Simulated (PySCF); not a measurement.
A structure optimised at PBE0-D3(BJ)/def2-SVP, used in a PySCF frequency run:

```
Si
O 1 1.6604
C 2 1.4006 1 124.26
H 3 1.1007 2 108.92 1 172.33
H 3 1.1047 4 108.09 2 -121.76
H 3 1.1060 4 107.94 5 -116.34
O 1 1.6651 2 112.79 3 66.25
H 7 0.9625 1 115.32 2 63.40
H 1 1.4887 2 109.39 3 -49.05
C 1 1.8578 9 114.85 7 -120.80
C 10 1.3383 1 121.82 9 100.51
H 11 1.0958 10 122.49 1 -179.83
H 11 1.0964 12 116.20 10 -179.81
H 10 1.0975 11 118.71 12 -0.03
```
Charge 0, spin multiplicity 1.

Write its SMILES and formula.

C=C[SiH](O)OC, C3H8O2Si

What are its rotational constants (standard atomic weights)?

5.6247, 1.7646, 1.4576 GHz
